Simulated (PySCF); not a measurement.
## Tl+: interval between two levels

Tl+ [Xe] 4f14 5d10 6s2 → Tl+ [Xe] 4f14 5d10 6s1 6p1 [3P2, M_J = 2], as a difference of total energies. All numbers are calculated (PySCF 2.14, the two-component X2C-1e Hamiltonian, in x2c-TZVPall-2c). Correlated levels: [Kr] 4d10 4f14 frozen; the 26 highest virtual spinors dropped. "Screened" scales the spin-orbit matrix elements by Boettger's factors to mimic the two-electron term; Breit and QED terms are absent.

| method | interval between two levels (cm⁻¹) | error (cm⁻¹) |
| --- | --- | --- |
| GHF (screened spin-orbit) | 50027 | -11701 |
| GMP2 (screened spin-orbit) | 63432 | +1705 |

Reference: 61728 cm⁻¹ (measured; NIST Handbook of Basic Atomic Spectroscopic Data (Sansonetti and Martin, J. Phys. Chem. Ref. Data 34, 1559 (2005))).

Errors of the correlated levels include the incompleteness of this basis and the frozen core.

The labels give the starting determinants; with spin-orbit coupling the two ends relaxed to ⟨J²⟩ = 0.00, ⟨L²⟩ = 0.19, ⟨S²⟩ = 0.19 and ⟨J²⟩ = 6.01, ⟨L²⟩ = 2.20, ⟨S²⟩ = 2.20.
